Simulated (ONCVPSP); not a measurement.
# Plane-wave convergence, ONCV potential for La (Z = 57)

ONCVPSP 4.0.1 input, shortened (lines: element, Z, core and valence counts, functional; n l f; lmax; l rc ep ncon nbas qcut; lloc lpopt rc5 dvloc0; l nproj debl; icmod fcfact rcfact), PW91, scalar-relativistic:

```
  La 57.00    9    4  -109134      upf
    1    0    2.00
    2    0    2.00
    2    1    6.00
    3    0    2.00
    3    1    6.00
    3    2   10.00
    4    0    2.00
    4    1    6.00
    4    2   10.00
    5    0    2.00
    5    1    6.00
    5    2    1.00
    6    0    2.00
    3
    0    3.00    0.00    3    8    4.70
    1    2.05    0.00    4    8    4.40
    2    3.05    0.00    4    9    6.00
    3    3.20    0.02    5    8    3.30
    4    5    1.60    2.00
    0    2    4.00
    1    2    0.80
    2    2    0.40
    3    2    0.30
    3    5.00    1.25
```

In the p channel the program set the typed energies aside and used -0.824, 0.250 Ha. In the f channel the program set the typed energies aside and used -0.162, 0.138 Ha.

**Question.** For each optimised wave give the share of its norm inside rc, the residual kinetic energy above qcut (Ha) and the cutoffs (Ha) for errors of 10, 1, 0.1 and 0.01 mHa per electron.

**Answer.**

```
         wave  norm inside rc  residual KE  10 mHa  1 mHa  0.1 mHa  0.01 mHa
           5s           0.989      2.9e-08     2.0    5.2      7.1       8.4
           6s           0.157      8.4e-08     1.7    5.2      7.4       8.7
           5p           0.697      1.0e-03     4.0    9.8     42.7      51.6
p projector 2           0.120      7.9e-04     3.7    9.2     18.7      42.3
           5d           0.598      8.1e-10     4.3    6.2      8.2      10.0
d projector 2           0.206      3.6e-10     4.3    6.2      7.9       9.4
f projector 1           0.982      5.0e-01    23.3   26.3     30.7      37.6
f projector 2           0.023      2.1e-02     6.4    9.3     16.6      24.7
```

The occupied waves need 9.8 Ha and 43 Ha for 1 and 0.1 mHa. The cutoffs count occupied waves only; projector 1 of the f channel, the hardest unoccupied one, needs 26 Ha at the loose tolerance. Note: no bound ghost flagged; GHOST(+) flagged for s at 44.8 eV. Its largest configuration-test error is +1660 meV.
